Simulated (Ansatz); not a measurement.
These are frozen-core CCSD(T)/cc-pVTZ // CAM-B3LYP-D3(BJ)/def2-TZVP (Ansatz, a program for electronic structure) values and carry that method's errors. The restricted HF reference is unstable towards unrestricted orbitals.

Ansatz 0.2 input:
```yaml
crystal:
  periodic: [false, false, false]
  atoms:
    - { symbol: B, position_ang: [2.098818, -0.210056, 0.064609] }
    - { symbol: C, position_ang: [0.599301, -0.104099, 0.025487] }
    - { symbol: C, position_ang: [-0.24167, 0.964001, -0.159111] }
    - { symbol: C, position_ang: [-1.569111, 0.490058, -0.102022] }
    - { symbol: C, position_ang: [-1.463421, -0.848048, 0.115201] }
    - { symbol: O, position_ang: [-0.19101, -1.227382, 0.194914] }
    - { symbol: H, position_ang: [2.633626, -1.256757, 0.241509] }
    - { symbol: H, position_ang: [2.736541, 0.783425, -0.085887] }
    - { symbol: H, position_ang: [0.08261, 1.979066, -0.317992] }
    - { symbol: H, position_ang: [-2.481411, 1.05153, -0.205832] }
    - { symbol: H, position_ang: [-2.204273, -1.621736, 0.229123] }
basis:
  gaussian: { orbitals: cc-pVTZ }
correlation:
  method: ccsd_t
```

Output:

```
Functional definition: HF
1455 factors; integrals over basis functions are off by at most 1.1e-3 eV
mean field evaluation 1: about -6907.6622 eV, gradient 3.2e1 eV
mean field evaluation 2: about -6908.0766 eV, gradient 3.2e1 eV
mean field evaluation 4: about -6911.0895 eV, gradient 4.8e0 eV
mean field evaluation 8: about -6911.1532 eV, gradient 2.5e-1 eV
mean field evaluation 16: about -6907.6623 eV, gradient 3.2e1 eV
mean field -6911.15378477 eV, -253.9802170420 hartree, gradient 9.8e-6 eV, S^2 0.000000; 0 other end points of the search recorded, 0 dependent functions left out; unrestricted orbitals would lower it
6 core orbitals not correlated
reference -6911.15378477 eV, -253.9802170420 hartree; 15, 15 occupied and 229, 229 virtual orbitals, 1455 factors
second order -26.18762552 eV of doubles, -0.00000000 eV of singles
cycle   1  -25.94307636 eV  change    2.4e-1 eV  update   1.3e-1
cycle   2  -26.66105638 eV  change   -7.2e-1 eV  update   4.0e-2
cycle   3  -26.83204827 eV  change   -1.7e-1 eV  update   2.1e-2
cycle   4  -26.81875132 eV  change    1.3e-2 eV  update   5.9e-3
cycle   5  -26.81580100 eV  change    3.0e-3 eV  update   3.5e-3
cycle   6  -26.81777410 eV  change   -2.0e-3 eV  update   1.3e-3
cycle   7  -26.81720266 eV  change    5.7e-4 eV  update   6.3e-4
cycle   8  -26.81696024 eV  change    2.4e-4 eV  update   2.1e-4
cycle   9  -26.81706594 eV  change   -1.1e-4 eV  update   8.4e-5
cycle  10  -26.81705845 eV  change    7.5e-6 eV  update   2.7e-5
perturbative correction -1.34175855 eV, -0.0493087173 hartree
Total energy: -6939.31260178 eV, -255.0150344802 hartree
```

Cost: roughly 7 core-minutes.
